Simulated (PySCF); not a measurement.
## Spectroscopy problems

[PySCF: structure optimised with GFN2-xTB; shieldings: GIAO PBE0/pcSseg-1; fast rotation and ring inversion assumed for equivalent nuclei; gas phase; non-relativistic; single conformer]

Shifts are taken against calculated references (same method and geometry level): 1H and 13C against TMS. Splittings of carbon signals by F and P are missing where no couplings were computed. Where no couplings were computed, multiplicities follow the n + 1 count of equivalent neighbours, and m marks all less simple cases (inequivalent or close neighbours, rings, F or P nearby). Shifts are as computed. Against solution values, carbons near 30 ppm lie about +3 ppm off and those near 130 ppm about +5 ppm. Of 1309 compounds with measured shifts, 239 miss one by over three times the rms of a fit or turn the order of signals round; such compounds aren't used in these exercises. OH and NH positions are gas-phase values without hydrogen bonding to other molecules.

(1) C4H8F2OSi. 1H NMR (500 MHz, computed): δ 5.77 (m, 2H), 5.33 (s, 2H), 1.99 (m, 3H), 1.84 (br s, 1H). 13C{1H} NMR (computed): δ 168.1, 114.5, 84.7, 17.8. Give a structure.

(2) C4H14N2Si2. 1H NMR (600 MHz, computed): δ 6.84 (m, 1H), 6.62 (m, 1H), 6.40 (m, 1H), 5.20 (m, 1H), 5.16 (m, 1H), 4.95 (m, 1H), 2.51 (s, 6H), -0.52 (br s, 2H). 13C{1H} NMR (computed): δ 147.4 (CH2), 142.3 (CH), 41.0 (CH3). Identify the compound.

Answers

(1) SMILES C(/C(=C(/C)F)[SiH2]O)F. The formula gives 1 degree of unsaturation (no ring in the answer). 4 carbon signals for 4 carbons: no two carbons are equivalent. Carbon types of the structure: 2 × C, 1 × CH2, 1 × CH3, leaving 3 H on heteroatoms. δC 168.1, 114.5: fully substituted alkene carbon. δC 84.7: allylic sp3 CH2 bonded to F; the inductive effect lowers its shielding. δC 17.8: allylic methyl carbon; saturated and bonded to C and H only. δH 5.77: hydrogen on an allylic sp3 CH2 bonded to F; its carbon carries F, hence the downfield position.

This is the structure that produced the data.

(2) `C=C[Si@@H]([SiH2]N)N(C)C`. Rings plus π bonds: 1 (no ring in the answer). 3 carbon signals for 4 carbons: some carbons are equivalent by symmetry or fast rotation. Carbon types of the structure: 1 × CH, 1 × CH2, 2 × CH3, leaving 5 H on heteroatoms. δC 147.4: terminal =CH2 carbon; an sp2 carbon of a C=C bond. δC 142.3: alkene CH; as expected for a trigonal carbon in a double bond. δC 41.0: methyl carbon bonded to N; deshielded by the electronegative neighbour. δH 2.51: hydrogen on a methyl carbon bonded to N; its carbon carries N, hence the downfield position.

This is the structure that produced the data.
